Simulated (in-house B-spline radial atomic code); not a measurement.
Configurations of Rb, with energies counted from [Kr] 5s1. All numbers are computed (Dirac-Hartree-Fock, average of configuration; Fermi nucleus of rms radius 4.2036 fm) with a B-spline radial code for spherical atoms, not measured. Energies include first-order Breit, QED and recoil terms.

Occupations are held fixed; configurations that lie above the ionisation limit could autoionise.

```json
{"configuration": "[Kr] (4f7/2)1", "E - E(ref) (eV)": "2.948", "highest orbital": "4f7/2", "its <r> (bohr)": "17.99"}
{"configuration": "[Ar] 3d10 4s2 (4p1/2)1 (4p3/2)4 5s1 (7f5/2)1", "E - E(ref) (eV)": "20.635", "highest orbital": "7f5/2", "its <r> (bohr)": "67.1"}
{"configuration": "[Ar] (3d3/2)4 (3d5/2)5 4s2 4p6 5s1 (9d3/2)1", "E - E(ref) (eV)": "115.68", "highest orbital": "9d3/2", "its <r> (bohr)": "78.62"}
{"configuration": "[Ne] 3s2 (3p1/2)1 (3p3/2)4 3d10 4s2 4p6 5s1 (7d5/2)1", "E - E(ref) (eV)": "256.8", "highest orbital": "7d5/2", "its <r> (bohr)": "40.37"}
```

Order these further configurations by energy, lowest first.
A. [Ar] 3d10 4s2 (4p1/2)2 (4p3/2)3 5s2
B. [Ar] (3d3/2)4 (3d5/2)5 4s2 4p6 5s1 (7f7/2)1
C. [Ne] 3s2 (3p1/2)1 (3p3/2)4 3d10 4s2 4p6 5s1 (6f7/2)1
D. [Kr] (6d5/2)1

D (3.2145 eV), A (15.437 eV), B (115.65 eV), C (256.89 eV).
